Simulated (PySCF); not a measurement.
Correlation energy of Li⁺ (lithium, charge +1)

1s2, closed-shell 1S. All numbers are calculated (PySCF 2.14, scalar relativity by spin-free X2C-1e, in cc-pVTZ-DK (4s3p2d1f, 30 functions)). Frozen: nothing; 2 electrons correlated.

Total MP2 correlation energy: -10.89 mhartree.

Same-spin part 0.00 and opposite-spin part -10.89 mhartree; SCS-MP2 scales them by 1/3 and 6/5 to -13.07 mhartree.

With two correlated electrons CCSD is exact within the correlated space (frozen core and kept virtual orbitals).

```
level  correlation energy (mhartree)
 CCSD                         -12.99
```

Diagnostics: T1 = 0.0017, D1 = 0.0024, largest double amplitude 0.034.

Problem. Is a single reference adequate?

Solution. Yes: T1 lies below 0.03 and no double amplitude reaches 0.07.
